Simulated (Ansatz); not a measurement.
Start from `[SiH3][NH][SnH3]` and change one atom or group to get `[AlH2][NH][SiH3]`.

Ansatz, PBE0-D4/def2-TZVP geometries, multiplicity 1. 

Elements past krypton have def2 core potentials.

```json
{"property": "LUMO energy (B3LYP/def2-TZVPP) / eV", "`[SiH3][NH][SnH3]`": "-0.68"}
{"property": "HOMO energy (PBE/def2-TZVPP) / eV", "`[SiH3][NH][SnH3]`": "-5.83"}
{"property": "size of the dipole moment (B3LYP/def2-TZVPP) / D", "`[SiH3][NH][SnH3]`": "1.33"}
{"property": "LUMO energy (ωB97M-V/def2-TZVPP) / eV", "`[SiH3][NH][SnH3]`": "1.04"}
{"property": "HOMO–LUMO gap (B3LYP/def2-TZVPP) / eV", "`[SiH3][NH][SnH3]`": "6.25"}
{"property": "ideal-gas entropy at 298 K and 1 bar (rigid rotor, harmonic PBE0-D4/def2-TZVP) / J/(mol·K)", "`[SiH3][NH][SnH3]`": "362"}
```

Task: What does the change do to each property? (Estimate.)

Result: Computed: 
```
                                                                                  property  `[AlH2][NH][SiH3]`  shift
                                                       LUMO energy (B3LYP/def2-TZVPP) / eV               -1.17  -0.49
                                                         HOMO energy (PBE/def2-TZVPP) / eV               -6.49  -0.66
                                          size of the dipole moment (B3LYP/def2-TZVPP) / D                0.92  -0.41
                                                     LUMO energy (ωB97M-V/def2-TZVPP) / eV                0.62  -0.42
                                                     HOMO–LUMO gap (B3LYP/def2-TZVPP) / eV                6.37   0.12
ideal-gas entropy at 298 K and 1 bar (rigid rotor, harmonic PBE0-D4/def2-TZVP) / J/(mol·K)                 314    -48
```

With PBE0 the HOMO falls by 0.61 eV and the LUMO falls by 0.51 eV, so the gap widens by about 0.10 eV. PBE moves the HOMO by -0.66 eV and ωB97M-V by -0.62 eV. The zero-point energy changes by -15.4 kJ/mol with -3 modes. Dipoles are sizes alone; their direction can turn. Modes under 60 cm⁻¹, often nearly free rotors, make the harmonic entropy too high.

B3LYP here is the variant with VWN-RPA as its local correlation; programs differ in this.
